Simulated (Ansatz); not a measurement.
A calculation with Ansatz (development build ahead of 0.2.0).

```yaml
crystal:
  periodic: [false, false, false]
  atoms:
    - { symbol: Cr, position_ang: [0.0, 0.0, 0.0] }
basis:
  gaussian: { orbitals: cc-pVTZ }
magnetization:
  spin_polarized: true
  initial_magnetization: 6
hamiltonian:
  xc: hf
correlation:
  method: mp2
  frozen_orbitals: { Cr: 5 }
```

The input is written out in the form of the current development build from the run's settings.

The run gave:

```
Converged                       : yes
Reference energy                : -1043.35591 hartree
Correlation energy              : -0.42406 hartree
Total energy                    : -1043.77997 hartree
Spin squared of the determinant : 12.000
```
